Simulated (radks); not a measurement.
Isoelectronic series with 5 electrons, each ion in its NIST ground configuration. Method: Dirac Kohn-Sham, PBE, spin-unpolarised, spherical densities, point nucleus; open shells fill j = l - 1/2 first; computed with a radial shooting solver on a logarithmic mesh with Libxc functionals. Total energies (hartree) and orbital eigenvalues (hartree) (* marks an orbital that is empty in some or all of the ions):

| ion | configuration | E (hartree) | 3s1/2* | 2p3/2* | 2p1/2 | 2s1/2 | 1s1/2 |
|---|---|---|---|---|---|---|---|
| Ba51+ | [He] 2s2 2p1 | -4383.0106 | -158.3743 | -347.7005 | -363.7162 | -369.9776 | -1550.637 |
| La52+ | [He] 2s2 2p1 | -4551.6942 | -164.7686 | -361.1801 | -378.4817 | -384.8967 | -1610.780 |
| Ce53+ | [He] 2s2 2p1 | -4724.0745 | -171.3068 | -374.9229 | -393.5909 | -400.1619 | -1672.236 |
| Pr54+ | [He] 2s2 2p1 | -4900.1950 | -177.9903 | -388.9294 | -409.0482 | -415.7777 | -1735.021 |
| Nd55+ | [He] 2s2 2p1 | -5080.1005 | -184.8207 | -403.2001 | -424.8582 | -431.7488 | -1799.148 |
| Pm56+ | [He] 2s2 2p1 | -5263.8375 | -191.7996 | -417.7356 | -441.0255 | -448.0800 | -1864.634 |
| Sm57+ | [He] 2s2 2p1 | -5451.4544 | -198.9287 | -432.5365 | -457.5552 | -464.7764 | -1931.494 |
| Eu58+ | [He] 2s2 2p1 | -5643.0012 | -206.2097 | -447.6033 | -474.4523 | -481.8431 | -1999.745 |
| Gd59+ | [He] 2s2 2p1 | -5838.5299 | -213.6444 | -462.9367 | -491.7222 | -499.2857 | -2069.404 |
| Tb60+ | [He] 2s2 2p1 | -6038.0946 | -221.2348 | -478.5372 | -509.3703 | -517.1097 | -2140.489 |
| Dy61+ | [He] 2s2 2p1 | -6241.7513 | -228.9826 | -494.4055 | -527.4024 | -535.3209 | -2213.019 |
| Ho62+ | [He] 2s2 2p1 | -6449.5583 | -236.8901 | -510.5422 | -545.8244 | -553.9256 | -2287.013 |
| Er63+ | [He] 2s2 2p1 | -6661.5760 | -244.9592 | -526.9479 | -564.6426 | -572.9299 | -2362.491 |
| Tm64+ | [He] 2s2 2p1 | -6877.8673 | -253.1921 | -543.6234 | -583.8633 | -592.3406 | -2439.473 |
| Yb65+ | [He] 2s2 2p1 | -7098.4977 | -261.5910 | -560.5692 | -603.4933 | -612.1643 | -2517.982 |
| Lu66+ | [He] 2s2 2p1 | -7323.5352 | -270.1584 | -577.7861 | -623.5395 | -632.4083 | -2598.040 |
| Hf67+ | [He] 2s2 2p1 | -7553.0505 | -278.8966 | -595.2747 | -644.0092 | -653.0800 | -2679.670 |
| Ta68+ | [He] 2s2 2p1 | -7787.1173 | -287.8082 | -613.0358 | -664.9099 | -674.1870 | -2762.898 |
| W69+ | [He] 2s2 2p1 | -8025.8124 | -296.8957 | -631.0701 | -686.2495 | -695.7375 | -2847.747 |
| Re70+ | [He] 2s2 2p1 | -8269.2157 | -306.1620 | -649.3782 | -708.0361 | -717.7399 | -2934.244 |
